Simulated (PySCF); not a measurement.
## Energy of Rh+ (rhodium, charge +1) between two integer charges

The 4d beta orbital of [Kr] 4d8 is emptied in steps (occupation f), with all orbitals relaxed, ending at [Kr] 4d7. All numbers are calculated (PySCF 2.14, scalar relativity by spin-free X2C-1e, in x2c-TZVPall). The exact energy is a straight line in f; departures are measured from the line between the end points of the same method.

Question: Among UHF, LDA, PBE, which shows the largest delocalisation error (convex curve), and which is closest to linear?

Answer: Most convex: LDA (-1.417 eV at f = 0.4); closest to linear: UHF (0.405 eV).

```json
{"f": "1", "UHF (eV)": "0.000", "LDA (eV)": "0.000", "PBE (eV)": "0.000"}
{"f": "0.8", "UHF (eV)": "0.291", "LDA (eV)": "-0.929", "PBE (eV)": "-0.901"}
{"f": "0.6", "UHF (eV)": "0.420", "LDA (eV)": "-1.406", "PBE (eV)": "-1.362"}
{"f": "0.4", "UHF (eV)": "0.405", "LDA (eV)": "-1.417", "PBE (eV)": "-1.371"}
{"f": "0.2", "UHF (eV)": "0.260", "LDA (eV)": "-0.952", "PBE (eV)": "-0.920"}
{"f": "0", "UHF (eV)": "0.000", "LDA (eV)": "0.000", "PBE (eV)": "0.000"}
```

```json
{"method": "UHF", "E(f=0) − E(f=1) (eV)": "16.505", "−ε at f=1 (eV)": "18.398", "−ε at f=0.4 (eV)": "16.094"}
{"method": "LDA", "E(f=0) − E(f=1) (eV)": "19.016", "−ε at f=1 (eV)": "13.264", "−ε at f=0.4 (eV)": "20.143"}
{"method": "PBE", "E(f=0) − E(f=1) (eV)": "18.670", "−ε at f=1 (eV)": "13.081", "−ε at f=0.4 (eV)": "19.769"}
```

Reference removal energy between the ground levels: 18.08 eV (semi-empirical (NIST evaluation); NIST Atomic Spectra Database, ionization energies). The calculation has no spin-orbit coupling. The determinant left behind need not be the lowest term of the ion. UHF lacks correlation.
